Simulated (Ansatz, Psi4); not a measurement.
Species: C$_{3}$H$_{6}$S (charge 0, singlet). SMILES: C1CSC1
Geometry: optimised at B3LYP-D3(BJ)/def2-TZVP (Ansatz, an electronic-structure program).

Quantity: vertical triplet-singlet gap, E(triplet) - E(singlet), in eV. Set-up: no dispersion term unless named; valence correlation only; UHF or UKS for open shells; 6-311+G** with 5d, 6d on Na to Ar in Ansatz; each state is the SCF solution reached for its charge and spin; no spin-orbit coupling; six Cartesian d functions in 6-31G* and its kin unless marked 5d; non-relativistic. First-principles rows: single points at B3LYP-D3(BJ) geometries (Ansatz). Levels can end on unlike triplets.

```tsv
level	program	vertical triplet-singlet gap, E(triplet) - E(singlet) (eV)
HF/6-31G*	Ansatz	4.22
PBE/6-311+G**	Ansatz	3.94
B3LYP/3-21G	Ansatz	4.68
B3LYP/6-31G*	Ansatz	4.29
B3LYP/6-311+G**	Ansatz	4.11
wB97X-D/6-31G*	Psi4	4.44
MP2/6-31G*	Ansatz	4.55
PBE/def2-TZVPD	Ansatz	3.81
PBE0/def2-TZVPD	Ansatz	3.94
wB97M-V/def2-TZVPD	Ansatz	4.21
```

No value to compare with is used here. The 7 habitual levels span 3.94 (PBE/6-311+G**) to 4.68 eV (B3LYP/3-21G); wB97M-V/def2-TZVPD gives 4.21.

The levels are drawn from those run, B3LYP/6-31G* more often than the rest, none by its result; left out are runs that failed, that the program found above a lower state of the same kind, or whose <S^2> lies over 0.5 above the pure value.
